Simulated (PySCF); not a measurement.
PySCF input for Cl₃Ga, SMILES [Cl][Ga+]([Cl])[Cl] (connectivity only; charge and spin as stated), charge +1, multiplicity 2, TDA-PBE/def2-SVPD. Coordinates come from a PBE0-D3(BJ)/def2-SVP optimisation.

```python
import numpy as np
from pyscf import gto, scf, dft, tdscf

mol = gto.M(
    atom='''
    Ga   -0.00000000   -0.00000000   -0.27386877
    Cl    0.00000000    1.39462209    1.41472391
    Cl    0.00000000   -0.00000001   -2.33004007
    Cl    0.00000000   -1.39462208    1.41472392
    ''',
    basis='def2-SVPD',
    charge=1,
    spin=1,
    max_memory=1600,
    verbose=4,
)
mf = dft.UKS(mol, xc='pbe').density_fit(auxbasis='def2-universal-jkfit')
mf.grids.level = 3
mf.conv_tol = 1e-9
mf.max_cycle = 100
mf.kernel()
fine, coarse = mf.grids, dft.Grids(mol).set(level=1).build(with_non0tab=True)
for _ in range(3):  # follow internal instabilities
    mf.grids = coarse
    mo, _, stable, _ = mf.stability(return_status=True, nroots=4)
    mf.grids = fine
    if stable:
        break
    mf.kernel(mf.make_rdm1(mo, mf.mo_occ))
mf.grids = dft.Grids(mol).set(level=1).build(with_non0tab=True)  # coarser grid for the response kernel
td = tdscf.TDA(mf)
td.nstates = 10
td.conv_tol = 1e-4
td.positive_eig_threshold = 1e-6
td.kernel(x0=td.get_init_guess(mf, 15))
td.analyze()
```

Output:

```
PySCF version 2.14.0

[INPUT] verbose = 4
[INPUT] num. atoms = 4
[INPUT] num. electrons = 81
[INPUT] charge = 1
[INPUT] spin (= nelec alpha-beta = 2S) = 1
[INPUT] symmetry False subgroup None
[INPUT] Mole.unit = angstrom
[INPUT] Symbol           X                Y                Z      unit          X                Y                Z       unit  Magmom
[INPUT]  1 Ga     0.000000000000   0.000000000000  -0.273868770000 AA    0.000000000000   0.000000000000  -0.517536969372 Bohr   0.0
[INPUT]  2 Cl     0.000000000000   1.394622090000   1.414723910000 AA    0.000000000000   2.635453797369   2.673440731774 Bohr   0.0
[INPUT]  3 Cl     0.000000000000  -0.000000010000  -2.330040070000 AA    0.000000000000  -0.000000018897  -4.403137591562 Bohr   0.0
[INPUT]  4 Cl     0.000000000000  -1.394622080000   1.414723920000 AA    0.000000000000  -2.635453778471   2.673440750671 Bohr   0.0

nuclear repulsion = 521.676275588462
number of shells = 47
number of NR pGTOs = 215
number of NR cGTOs = 119
basis = def2-SVPD
ecp = {}


[settings echo left out]
init E= -3303.83000227466
  alpha nocc = 41  HOMO = -0.305379933539593  LUMO = -0.125411749774668
  beta  nocc = 40  HOMO = -0.337459772290263  LUMO = -0.305379933539594

WARN: HOMO -0.305379933539593 >= LUMO -0.305379933539594

cycle= 1 E= -3303.57781747408  delta_E= 0.252  |g|= 0.608  |ddm|= 2.19
  alpha nocc = 41  HOMO = -0.487223497052013  LUMO = -0.392854225198508
  beta  nocc = 40  HOMO = -0.497154354091879  LUMO = -0.486320599326386

WARN: HOMO -0.487223497052013 >= LUMO -0.486320599326386

cycle= 2 E= -3302.74137064716  delta_E= 0.836  |g|= 1.33  |ddm|= 2.89
  alpha nocc = 41  HOMO = -0.456326890951508  LUMO = -0.359240322452258
  beta  nocc = 40  HOMO = -0.466156175259664  LUMO = -0.429934369970703
  HOMO = -0.456326890952  LUMO = -0.429934369971  gap/eV = 0.71818
cycle= 3 E= -3303.58034345347  delta_E= -0.839  |g|= 0.425  |ddm|= 2.26
  alpha nocc = 41  HOMO = -0.510970854932875  LUMO = -0.344094447679225
  beta  nocc = 40  HOMO = -0.514570253357351  LUMO = -0.480020879065082
  HOMO = -0.510970854933  LUMO = -0.480020879065  gap/eV = 0.84219
cycle= 4 E= -3303.69688330874  delta_E= -0.117  |g|= 0.0506  |ddm|= 0.634
  alpha nocc = 41  HOMO = -0.509055091222522  LUMO = -0.340154814294152
  beta  nocc = 40  HOMO = -0.505440783782614  LUMO = -0.479604272802628
  HOMO = -0.505440783783  LUMO = -0.479604272803  gap/eV = 0.70305
cycle= 5 E= -3303.69804957972  delta_E= -0.00117  |g|= 0.0352  |ddm|= 0.125
  alpha nocc = 41  HOMO = -0.506303733267669  LUMO = -0.338905273947896
  beta  nocc = 40  HOMO = -0.504933299741199  LUMO = -0.483999412054832
  HOMO = -0.504933299741  LUMO = -0.483999412055  gap/eV = 0.56964
cycle= 6 E= -3303.69881882516  delta_E= -0.000769  |g|= 0.00752  |ddm|= 0.0663
  alpha nocc = 41  HOMO = -0.507606390861575  LUMO = -0.33973093075112
  beta  nocc = 40  HOMO = -0.5068736842274  LUMO = -0.482735539752764
  HOMO = -0.506873684227  LUMO = -0.482735539753  gap/eV = 0.65683
cycle= 7 E= -3303.6988585801  delta_E= -3.98e-05  |g|= 0.00218  |ddm|= 0.015
  alpha nocc = 41  HOMO = -0.507415929911431  LUMO = -0.339528182302809
  beta  nocc = 40  HOMO = -0.50683608487367  LUMO = -0.482480209167875
  HOMO = -0.506836084874  LUMO = -0.482480209168  gap/eV = 0.66276
cycle= 8 E= -3303.69886139805  delta_E= -2.82e-06  |g|= 0.000469  |ddm|= 0.00356
  alpha nocc = 41  HOMO = -0.507334113780732  LUMO = -0.339534947989744
  beta  nocc = 40  HOMO = -0.506796269585574  LUMO = -0.48250788865873
  HOMO = -0.506796269586  LUMO = -0.482507888659  gap/eV = 0.66092
cycle= 9 E= -3303.69886157585  delta_E= -1.78e-07  |g|= 5.83e-05  |ddm|= 0.000832
  alpha nocc = 41  HOMO = -0.507333519093835  LUMO = -0.339541407178751
  beta  nocc = 40  HOMO = -0.506802558375521  LUMO = -0.482521247615847
  HOMO = -0.506802558376  LUMO = -0.482521247616  gap/eV = 0.66073
cycle= 10 E= -3303.6988615776  delta_E= -1.75e-09  |g|= 3.1e-05  |ddm|= 0.000127
  alpha nocc = 41  HOMO = -0.507324670627877  LUMO = -0.339538085244128
  beta  nocc = 40  HOMO = -0.506796798650968  LUMO = -0.482519359398427
  HOMO = -0.506796798651  LUMO = -0.482519359398  gap/eV = 0.66062
cycle= 11 E= -3303.69886157824  delta_E= -6.32e-10  |g|= 3.13e-06  |ddm|= 4.73e-05
  alpha nocc = 41  HOMO = -0.507324430539167  LUMO = -0.339538275475032
  beta  nocc = 40  HOMO = -0.506796601074205  LUMO = -0.482519589078305
  HOMO = -0.506796601074  LUMO = -0.482519589078  gap/eV = 0.66061
Extra cycle  E= -3303.69886157821  delta_E= 2.18e-11  |g|= 4.02e-06  |ddm|= 1.16e-05
converged SCF energy = -3303.69886157821  <S^2> = 0.75199895  2S+1 = 2.001998
tot grids = 26368
uhf_internal: lowest eigs of H = [0.11704832 0.13607174 0.17506538 0.18470745]
<class 'pyscf.df.df_jk.DFUKS'> wavefunction is stable in the internal stability analysis
tot grids = 26368
Overwritten attributes  positive_eig_threshold  of <class 'pyscf.tdscf.uks.TDA'>


******** <class 'pyscf.tdscf.uks.TDA'> for <class 'pyscf.df.df_jk.DFUKS'> ********
nstates = 10
deg_eia_thresh = 1.000e-03
wfnsym = None
conv_tol = 0.0001
eigh lindep = 1e-12
eigh level_shift = 0
eigh max_cycle = 100


Excitation energies (eV)
[0.66353562 0.79960978 0.99356021 1.89703958 2.43644011 2.49045871
 3.72591019 4.30136118 4.42694631 4.78923056]

** Excitation energies and oscillator strengths **
Excited State   1:      0.66354 eV   1868.54 nm  f=0.0001
      40b ->   41b     -0.99983
Excited State   2:      0.79961 eV   1550.56 nm  f=0.0000
      39b ->   41b      0.99996
Excited State   3:      0.99356 eV   1247.88 nm  f=0.0001
      38b ->   41b     -0.99944
Excited State   4:      1.89704 eV    653.57 nm  f=0.0000
      37b ->   41b     -0.99931
Excited State   5:      2.43644 eV    508.87 nm  f=0.0000
      35b ->   41b      0.99882
Excited State   6:      2.49046 eV    497.84 nm  f=0.0197
      34b ->   41b      0.50556
      36b ->   41b      0.84729
Excited State   7:      3.72591 eV    332.76 nm  f=0.0878
      35a ->   42a      0.15366
      38a ->   43a      0.11909
      41a ->   42a     -0.18953
      33b ->   41b      0.18490
      34b ->   41b      0.80648
      35b ->   42b      0.13334
      36b ->   41b     -0.40459
      38b ->   43b      0.11377
      40b ->   42b     -0.14991
Excited State   8:      4.30136 eV    288.24 nm  f=0.0003
      41a ->   42a     -0.74545
      40b ->   42b      0.66342
Excited State   9:      4.42695 eV    280.07 nm  f=0.0001
      40a ->   42a      0.76366
      39b ->   42b     -0.64203
Excited State  10:      4.78923 eV    258.88 nm  f=0.0000
      38a ->   42a      0.48332
      38b ->   42b     -0.87404

** Transition electric dipole moments (AU) **
state          X           Y           Z        Dip. S.      Osc.
  1         0.0000      0.0000     -0.0792      0.0063      0.0001
  2        -0.0000     -0.0000     -0.0000      0.0000      0.0000
  3        -0.0494     -0.0000     -0.0000      0.0024      0.0001
  4         0.0000      0.0000     -0.0000      0.0000      0.0000
  5        -0.0000      0.0000      0.0059      0.0000      0.0000
  6        -0.0000     -0.5683      0.0000      0.3230      0.0197
  7         0.0000      0.9810     -0.0000      0.9624      0.0878
  8        -0.0000     -0.0516      0.0000      0.0027      0.0003
  9         0.0225     -0.0000      0.0000      0.0005      0.0001
 10         0.0000     -0.0000      0.0000      0.0000      0.0000

** Transition velocity dipole moments (imaginary part, AU) **
state          X           Y           Z        Dip. S.      Osc.
  1         0.0000     -0.0000      0.0050      0.0000      0.0007
  2        -0.0000      0.0000      0.0000      0.0000      0.0000
  3        -0.0144      0.0000     -0.0000      0.0002      0.0038
  4         0.0000      0.0000     -0.0000      0.0000      0.0000
  5        -0.0000     -0.0000     -0.0154      0.0002      0.0018
  6        -0.0000      0.0740     -0.0000      0.0055      0.0399
  7        -0.0000     -0.0832     -0.0000      0.0069      0.0337
  8         0.0000      0.0023      0.0000      0.0000      0.0000
  9         0.0021      0.0000      0.0000      0.0000      0.0000
 10         0.0000     -0.0000      0.0000      0.0000      0.0000

** Transition magnetic dipole moments (imaginary part, AU) **
state          X           Y           Z
  1        -0.0000     -0.0000     -0.0000
  2        -0.0000      0.0000      0.2259
  3        -0.0000      0.3595      0.0000
  4        -0.0000     -0.0000      0.7106
  5        -0.0000      0.0000      0.0000
  6         0.3253     -0.0000      0.0000
  7         0.3759     -0.0000      0.0000
  8        -0.0099     -0.0000     -0.0000
  9        -0.0000      0.0041      0.0000
 10         0.0000      0.0000     -0.0434
```

Self-consistency was reached.
